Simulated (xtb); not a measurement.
Diatomic ZrGe, closed-shell singlet (lowest of 2S+1 = 1, 3, 5, 7 at CCSD(T)/def2-TZVPP on PBE0 minima; our sources give no spin for the ground state, which may be another). No spin–orbit coupling. Ge is treated without relativity.

Seven points along R, fitted to fifth degree in 1/R; most abundant isotopes. In def2 and cc sets the state is the lowest found near the PBE0 minimum, followed along R. The singlet is held restricted.

Run with xtb for the GFN methods. Values without a source in brackets are computed.

Energies at GFN2-xTB:

| R (Å) | E (hartree) |
|---|---|
| 2.210968 | -3.25576467 |
| 2.270403 | -3.27841797 |
| 2.325082 | -3.29159902 |
| 2.386894 | -3.30005365 |
| 2.448707 | -3.30355902 |
| 2.520028 | -3.30331068 |
| 2.603237 | -3.29914849 |

Task: With a reduced mass of 40.5666 u, find the minimum, the force constant and the constants.

Result: A fifth-degree polynomial in 1/R puts the minimum at r_e = 2.4786 Å with force constant 335 N/m. Then ω_e = (1/2πc)√(k/μ) = 375 cm⁻¹ and B_e = h/(8π²cμr_e²) = 0.06764 cm⁻¹; the cubic and quartic terms give α_e = 0.00027 and ω_e x_e = 1.2 cm⁻¹.
